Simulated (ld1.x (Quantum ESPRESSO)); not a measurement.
How hard is this ytterbium (Yb) ultrasoft potential?

Yb (Z = 70), ultrasoft, made with ld1.x (Quantum ESPRESSO) 7.5 (PBE, scalar-relativistic). Core [Xe], reference 4f14 5d0 6s0 6p0 (charge +2). Waves: 6s (bound, empty): rcut 1.55, rcutus 1.70 bohr; 6s channel at -0.45 Ry: rcut 1.55, rcutus 1.70 bohr; 6p (bound, empty): rcut 2.75, rcutus 3.70 bohr; 6p channel at -0.4 Ry: rcut 2.75, rcutus 3.70 bohr; 5d (bound, empty): rcut 1.80, rcutus 2.10 bohr; 5d channel at -0.35 Ry: rcut 1.80, rcutus 2.10 bohr; 4f (bound): rcut 0.65, rcutus 0.90 bohr; 4f channel at -0.3 Ry: rcut 0.65, rcutus 0.90 bohr. Local part: all-electron potential smoothed inside 1.00 bohr (lloc = -1). Core correction: a·sin(br)/r model core inside 0.90 bohr. Augmentation charge: built from norm-conserving waves at rcut, not smoothed further.

The pseudo-atom Hamiltonian at the reference potential is diagonalised in spherical Bessel functions j_l(qr) that vanish at 20 bohr, with q² up to the cutoff. All-electron valence levels (Ry): 6s -1.1213, 6p -0.7682, 5d -0.9834, 4f -1.2961.

Q: How do the lowest levels (Ry) of each channel move with the cutoff, and are there ghosts?

A:

```csv
cutoff (Ry),s #1,s #2,s #3,s #4,p #1,p #2,d #1,f #1,f #2,Σ f·Δε (mRy)
8,-1.2983,-1.0341,-0.4436,-0.2389,-1.7188,-0.7682,-0.8677,-0.2839,-0.1633,14170.5
15,-1.8659,-1.1155,-0.4480,-0.2410,-15.5727,-0.7682,-0.9689,-0.2846,-0.1640,14160.7
25,-3.4281,-1.1211,-0.4484,-0.3009,-32.0230,-0.7682,-0.9833,-0.2861,-0.1655,14139.7
35,-5.1344,-1.1222,-0.7901,-0.4482,-41.6968,-0.7682,-0.9834,-0.2880,-0.1674,14113.3
50,-12.7612,-1.7743,-1.1209,-0.4484,-46.6424,-0.7682,-0.9834,-0.2882,-0.1676,14111.3
70,-18.3117,-2.1422,-1.1213,-0.4484,-48.2514,-0.7682,-0.9834,-0.2882,-0.1676,14111.2
100,-20.1117,-2.2451,-1.1213,-0.4484,-48.6116,-0.7682,-0.9835,-0.2900,-0.1695,14085.4
140,-20.5111,-2.2762,-1.1214,-0.4484,-48.6407,-0.7682,-0.9835,-1.2397,-0.2807,789.7
180,-20.5301,-2.2779,-1.1214,-0.4484,-48.6434,-0.7682,-0.9835,-1.2923,-0.2810,52.6
260,-20.5338,-2.2783,-1.1214,-0.4484,-48.6437,-0.7682,-0.9835,-1.2957,-0.2810,5.7
400,-20.5339,-2.2783,-1.1214,-0.4484,-48.6438,-0.7682,-0.9835,-1.2961,-0.2810,0.0
```

Result: ghost states, extra bound levels that the all-electron valence spectrum of the same l lacks: p at -661.8 eV, s at -279.4 eV, s at -31.0 eV (a true bound ghost makes a file unfit for plane-wave use); 10 mRy is reached at 260 Ry and 1 mRy at over 300 Ry.

Test run stopped at test 7 of 7 (negative rho), 2 before it not solved.
